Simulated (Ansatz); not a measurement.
```tsv
atom	x (Å)	y (Å)	z (Å)
C	-0.0039	1.1062	0.0000
S	-0.0039	-1.5920	0.0000
H	1.0433	1.4271	0.0000
H	-0.4792	1.5084	0.8952
H	-0.4792	1.5084	-0.8952
```

Basis set: pcseg-2 (spherical functions). Charge 0, multiplicity 2.

Computed with Ansatz (development build ahead of 0.2.0); each method stands on the lowest determinant of its kind that the runs found.

(1) Give the atomization energy at this shape (free ground-state atoms in the same class of orbitals less the molecule, no zero-point energy) of doublet CH3S by PBE0 (unrestricted), PBE (unrestricted).

## Answers

(1)

| method | atomization energy |
| --- | --- |
| PBE0 (unrestricted) | 1348.9 kJ/mol |
| PBE (unrestricted) | 1391.7 kJ/mol |

Caution: the shape is not the minimum. Caution for PBE0 (unrestricted): the unrestricted determinant is spin contaminated.
